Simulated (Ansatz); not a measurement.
Geometry optimisation, RKS BHLYP/def2-SVP (Ansatz).

input.yaml

```yaml
crystal:
  periodic: [false, false, false]
  atoms:
    - { symbol: O, position_ang: [-0.6602, 1.2221, 1.0794] }
    - { symbol: Ge, position_ang: [0.2415, 0.1683, 0.0229] }
    - { symbol: O, position_ang: [1.8905, 0.0785, 0.6225] }
    - { symbol: S, position_ang: [-0.5928, -1.8432, 0.0434] }
    - { symbol: Cl, position_ang: [0.2593, 0.926, -2.0209] }
    - { symbol: H, position_ang: [-1.6143, 1.2827, 0.6654] }
    - { symbol: H, position_ang: [2.4079, -0.5397, 0.0174] }
    - { symbol: H, position_ang: [-1.8399, -1.3517, -0.486] }
basis:
  gaussian: { orbitals: def2-SVP }
hamiltonian:
  xc: { name: BHLYP }
relax:
  f_tol: 0.015
  max_steps: 40
output:
  orbitals: {}
```

Launched with:

```bash
$ ansatz run input.yaml --threads 2 --pin off --max-ram 3072MiB --backend cpu --events-out ev --progress --plain --runs-dir out
```

Where does it end, and by what steps?

It converged. The force dipped under the threshold on the way, but the program's further checks kept it going. After 14 steps the energy has fallen by 0.515 eV; H8 moved furthest, 0.83 Å.

```tsv
step	energy less start (eV)	largest force component (eV/Å)	accepted
0	0.0000	3.240	yes
1	-0.3433	1.268	yes
2	-0.3953	0.932	yes
3	-0.4596	0.364	yes
4	-0.4799	0.318	yes
5	-0.4944	0.100	yes
6	-0.4950	0.431	yes
7	-0.5024	0.165	yes
8	-0.5123	0.101	yes
9	-0.5126	0.090	yes
10	-0.5152	0.011	yes
11	-0.5151	0.111	no
12	-0.5154	0.024	yes
13	-0.5154	0.017	yes
14	-0.5154	0.007	yes
```

```xyz
8
Properties=species:S:1:pos:R:3
O -0.500 1.447 1.035
Ge 0.145 0.178 0.036
O 1.799 0.081 0.562
S -0.963 -1.723 0.242
Cl 0.066 0.734 -2.046
H -1.453 1.459 1.100
H 2.352 -0.510 0.055
H -1.354 -1.723 -1.040
```

Whether the end is a true minimum wasn't checked by a vibrational analysis.

The run took 48 s on 2 threads of Arm Neoverse V2 (shared host), peak memory 0.28 GiB.
